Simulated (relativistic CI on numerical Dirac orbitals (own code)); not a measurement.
Radial parameters of Co¹³⁺

Method of calculation: Dirac-Coulomb-Breit CI, orbitals from a KLI potential per configuration, model QED, unscaled Slater integrals (own radial code, finite nucleus).

Slater integrals F^k, G^k are unscaled and averaged over j, outside the closed core [Ne]; ζ comes from projecting the Hamiltonian with its Breit term on Σ l·s of the shell.

- 3s2 3p2: F^2(3p,3p) = 151010, ζ(3p) = 14888 cm⁻¹; <r>(3p) = 0.6635, <r^2>(3p) = 0.5068 (bohr units).
- 3s 3p3: F^2(3p,3p) = 150890, G^1(3s,3p) = 195400, ζ(3p) = 14867 cm⁻¹; <r>(3s) = 0.6678, <r^2>(3s) = 0.5067, <r>(3p) = 0.6641, <r^2>(3p) = 0.5076 (bohr units).
- 3s2 3p 3d: ζ(3p) = 14871, F^2(3p,3d) = 149950, G^1(3p,3d) = 169830, G^3(3p,3d) = 110800, ζ(3d) = 1205.7 cm⁻¹; <r>(3p) = 0.6647, <r^2>(3p) = 0.5087, <r>(3d) = 0.6196, <r^2>(3d) = 0.4469 (bohr units).

Averages of the first 10 configurations, taken without configuration mixing, which lowers the lowest level and can move excited configurations by several eV; other configurations of the list can lie among them:

| Configuration | Parity | States | Average energy above the lowest level (eV) |
| --- | --- | --- | --- |
| 3s2 3p2 | even | 15 | 8.3 |
| 3s 3p3 | odd | 40 | 48.6 |
| 3s2 3p 3d | odd | 60 | 67.5 |
| 3p4 | even | 15 | 95.5 |
| 3s 3p2 3d | even | 300 | 104.8 |
| 3p3 3d | odd | 200 | 148.8 |
| 3s 3p 3d2 | odd | 540 | 163.3 |
| 3s2 3p 4s | odd | 12 | 193.8 |
| 3s2 3d 4p | odd | 60 | 268.8 |
| 3p3 4s | odd | 40 | 276.7 |
